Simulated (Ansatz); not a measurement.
Calculated with Ansatz (gas phase, PBE0-D4/def2-TZVP geometries, no zero-point term in ΔE). CCSD(T)/CBS adds triple-zeta CCSD(T) − MP2 to the extrapolated MP2 energy (def2 sets, frozen cores). This one scheme is used for every species. Functionals use def2-TZVPP. B3LYP here is the variant with VWN-RPA as its local correlation; programs differ in this. HSE06 is defined as in plane-wave codes. For Ge outer-core shells are correlated without core-valence functions, which leaves a few kJ/mol of doubt a bond. Scalar relativity is left out up to krypton. Each species was taken in one conformer, which may not be the lowest.

Reaction (ligand exchange at a Ge–O bond): `[SiH3][O][GeH3]` + `O[SiH](O)F` → `O[SiH](F)[O][GeH3]` + silanol

`[SiH3][O][GeH3]`:

Z-matrix (Å, degrees):
```
Si
O 1 1.633
H 1 1.484 2 108.2
H 1 1.490 2 111.0 3 120.0
H 1 1.490 2 111.0 3 -120.0
Ge 2 1.776 1 134.7 3 179.5
H 6 1.532 2 105.5 1 -179.4
H 6 1.538 2 108.4 1 60.7
H 6 1.538 2 108.4 1 -59.6
```

`O[SiH](O)F`:

```xyz
7

O     0.496    0.467    1.176
Si   -0.153   -0.348   -0.076
O    -0.952    0.698   -1.018
F     1.038   -1.060   -0.863
H     1.242    0.081    1.637
H    -1.099   -1.402    0.313
H    -0.571    1.565   -1.169
```

`O[SiH](F)[O][GeH3]`:

Z-matrix (Å, degrees):
```
Si
F 1 1.596
O 1 1.604 2 111.1
O 1 1.633 2 108.1 3 118.5
H 1 1.472 2 106.4 3 -119.7
Ge 3 1.786 1 134.6 2 87.5
H 4 0.958 1 118.8 2 42.5
H 6 1.534 3 107.6 1 81.0
H 6 1.535 3 108.6 1 -40.1
H 6 1.532 3 104.9 1 -159.8
```

`O[SiH3]`:

Z-matrix (Å, degrees):
```
Si
O 1 1.648
H 1 1.489 2 111.7
H 1 1.489 2 111.7 3 120.9
H 1 1.481 2 105.9 3 -119.6
H 2 0.957 1 117.9 3 -60.5
```

```json
{"level": "LDA (SPW92)", "ΔE (kcal/mol)": "-0.5", "difference from CCSD(T)/CBS": "0.3"}
{"level": "PBE-D4", "ΔE (kcal/mol)": "-0.7", "difference from CCSD(T)/CBS": "0.1"}
{"level": "revPBE-D4", "ΔE (kcal/mol)": "-0.7", "difference from CCSD(T)/CBS": "0.1"}
{"level": "BLYP-D4", "ΔE (kcal/mol)": "-0.9", "difference from CCSD(T)/CBS": "-0.1"}
{"level": "B97M-V", "ΔE (kcal/mol)": "-0.7", "difference from CCSD(T)/CBS": "0.1"}
{"level": "PBE0-D4", "ΔE (kcal/mol)": "-0.8", "difference from CCSD(T)/CBS": "0.0"}
{"level": "B3LYP-D4", "ΔE (kcal/mol)": "-0.9", "difference from CCSD(T)/CBS": "-0.1"}
{"level": "r2SCANh-D4", "ΔE (kcal/mol)": "-0.8", "difference from CCSD(T)/CBS": "0.0"}
{"level": "r2SCAN0-D4", "ΔE (kcal/mol)": "-0.8", "difference from CCSD(T)/CBS": "0.0"}
{"level": "HSE06-D4", "ΔE (kcal/mol)": "-0.8", "difference from CCSD(T)/CBS": "0.0"}
{"level": "BHLYP-D4", "ΔE (kcal/mol)": "-1.0", "difference from CCSD(T)/CBS": "-0.2"}
{"level": "CAM-B3LYP-D4", "ΔE (kcal/mol)": "-0.9", "difference from CCSD(T)/CBS": "-0.1"}
{"level": "ωB97X-V", "ΔE (kcal/mol)": "-0.9", "difference from CCSD(T)/CBS": "-0.1"}
{"level": "ωB97M-V", "ΔE (kcal/mol)": "-0.9", "difference from CCSD(T)/CBS": "-0.1"}
{"level": "B2PLYP", "ΔE (kcal/mol)": "-0.7", "difference from CCSD(T)/CBS": "0.1"}
{"level": "PBE-QIDH", "ΔE (kcal/mol)": "-0.6", "difference from CCSD(T)/CBS": "0.2"}
{"level": "PBE", "ΔE (kcal/mol)": "-0.5", "difference from CCSD(T)/CBS": "0.3"}
{"level": "BLYP", "ΔE (kcal/mol)": "-0.6", "difference from CCSD(T)/CBS": "0.2"}
{"level": "r2SCAN", "ΔE (kcal/mol)": "-0.7", "difference from CCSD(T)/CBS": "0.1"}
{"level": "PBE0", "ΔE (kcal/mol)": "-0.6", "difference from CCSD(T)/CBS": "0.2"}
{"level": "B3LYP", "ΔE (kcal/mol)": "-0.6", "difference from CCSD(T)/CBS": "0.2"}
{"level": "r2SCANh", "ΔE (kcal/mol)": "-0.7", "difference from CCSD(T)/CBS": "0.1"}
{"level": "r2SCAN0", "ΔE (kcal/mol)": "-0.7", "difference from CCSD(T)/CBS": "0.1"}
{"level": "HSE06", "ΔE (kcal/mol)": "-0.6", "difference from CCSD(T)/CBS": "0.2"}
{"level": "BHLYP", "ΔE (kcal/mol)": "-0.7", "difference from CCSD(T)/CBS": "0.1"}
{"level": "CAM-B3LYP", "ΔE (kcal/mol)": "-0.7", "difference from CCSD(T)/CBS": "0.1"}
{"level": "LC-ωPBE", "ΔE (kcal/mol)": "-0.6", "difference from CCSD(T)/CBS": "0.2"}
{"level": "HF/def2-SVP", "ΔE (kcal/mol)": "-0.9", "difference from CCSD(T)/CBS": "-0.1"}
{"level": "MP2/def2-SVP", "ΔE (kcal/mol)": "-0.6", "difference from CCSD(T)/CBS": "0.2"}
{"level": "CCSD/def2-SVP", "ΔE (kcal/mol)": "-0.8", "difference from CCSD(T)/CBS": "0.0"}
{"level": "CCSD(T)/def2-SVP", "ΔE (kcal/mol)": "-0.7", "difference from CCSD(T)/CBS": "0.1"}
{"level": "SCS-MP2/def2-TZVPP", "ΔE (kcal/mol)": "-0.8", "difference from CCSD(T)/CBS": "0.0"}
{"level": "CCSD/def2-TZVPP", "ΔE (kcal/mol)": "-0.9", "difference from CCSD(T)/CBS": "-0.1"}
{"level": "CCSD(T)/def2-TZVPP", "ΔE (kcal/mol)": "-0.8", "difference from CCSD(T)/CBS": "0.0"}
{"level": "HF/def2-QZVPP", "ΔE (kcal/mol)": "-0.8", "difference from CCSD(T)/CBS": "0.0"}
{"level": "MP2/def2-QZVPP", "ΔE (kcal/mol)": "-0.7", "difference from CCSD(T)/CBS": "0.1"}
{"level": "SCS-MP2/def2-QZVPP", "ΔE (kcal/mol)": "-0.8", "difference from CCSD(T)/CBS": "0.0"}
{"level": "HF/CBS(def2)", "ΔE (kcal/mol)": "-0.8", "difference from CCSD(T)/CBS": "0.0"}
{"level": "MP2/CBS(def2)", "ΔE (kcal/mol)": "-0.7", "difference from CCSD(T)/CBS": "0.1"}
{"level": "CCSD/CBS(def2)", "ΔE (kcal/mol)": "-0.8", "difference from CCSD(T)/CBS": "0.0"}
{"level": "CCSD(T)/CBS", "ΔE (kcal/mol)": "-0.8", "difference from CCSD(T)/CBS": "0"}
```

Largest T1 diagnostic among the species: 0.012.

Leaving LDA and LC-ωPBE aside and taking each functional with its dispersion term where it has one, the values spread over 0.4 kcal/mol, from BHLYP-D4 to PBE-QIDH.
